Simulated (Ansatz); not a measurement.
One change: `B/C=[CH]\[GaH][SiH3]` becomes `BC=C`.

Ansatz, PBE0-D4/def2-TZVP geometries, multiplicity 1. Each molecule was computed in one conformer, which needn't be the lowest.

Scalar relativity is left out up to krypton.

```tsv
property	`B/C=[CH]\[GaH][SiH3]`
size of the dipole moment (PBE/def2-TZVPP) / D	1.44
HOMO–LUMO gap (PBE0/def2-TZVPP) / eV	4.82
HOMO energy (ωB97M-V/def2-TZVPP) / eV	-9.29
LUMO energy (PBE/def2-TZVPP) / eV	-3.44
HOMO energy (PBE0/def2-TZVPP) / eV	-7.28
size of the dipole moment (ωB97M-V/def2-TZVPP) / D	1.40
```

Question: What does the change do to each property? (Estimate.)

Answer: Ansatz gave: 
| property | `BC=C` | shift |
| --- | --- | --- |
| size of the dipole moment (PBE/def2-TZVPP) / D | 1.42 | -0.02 |
| HOMO–LUMO gap (PBE0/def2-TZVPP) / eV | 6.42 | 1.60 |
| HOMO energy (ωB97M-V/def2-TZVPP) / eV | -10.74 | -1.45 |
| LUMO energy (PBE/def2-TZVPP) / eV | -3.10 | 0.34 |
| HOMO energy (PBE0/def2-TZVPP) / eV | -8.51 | -1.23 |
| size of the dipole moment (ωB97M-V/def2-TZVPP) / D | 1.29 | -0.11 |

With PBE0 the HOMO falls by 1.23 eV and the LUMO rises by 0.37 eV, so the gap widens by about 1.60 eV. PBE moves the HOMO by -1.24 eV and ωB97M-V by -1.45 eV. Dipoles are sizes alone; their direction can turn.
